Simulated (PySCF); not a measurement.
## Spinor energies of Zn²⁵⁺ (zinc, charge +25)

Start: [He] 2s2 2p1; 2p3/2 filled at m_j = +3/2. Calculated with PySCF 2.14 in an even-tempered Gaussian basis (17 s from 7.8 bohr⁻², ratio 2.4; 11 p from 10 bohr⁻², ratio 2.4; 5 d from 34 bohr⁻², ratio 2.6; 4 f from 51 bohr⁻², ratio 2.6): generalised Hartree-Fock with the X2C-1e Hamiltonian and a Gaussian nucleus; one run each with spin-orbit coupling (SO) screened by Boettger's factors, then bare. This is a chosen level, not necessarily the ground level.

| spinor shell | electrons | ε, screened SO (eV) | ε, bare SO (eV) | weight of nominal j (bare SO) | rms radius, bare SO (bohr) |
| --- | --- | --- | --- | --- | --- |
| 1s1/2 | 2 | -11383.9 | -11384.0 | 1.000 | 0.0575 |
| 2s1/2 | 2 | -2551.1 | -2551.1 | 1.000 | 0.227 |
| 2p3/2 | 1 | -2467.7 | -2467.0 | 1.000 | 0.198 |

```
   quantity  screened SO      bare SO
E (hartree)  -1182.71750  -1182.69343
        M_J          3/2          3/2
       ⟨J²⟩        3.750        3.750
       ⟨L²⟩        2.000        2.000
       ⟨S²⟩        0.750        0.750
```

Each row is a mean over spinors that exchange with the open shell spreads, by up to 23.628 eV (2s1/2).
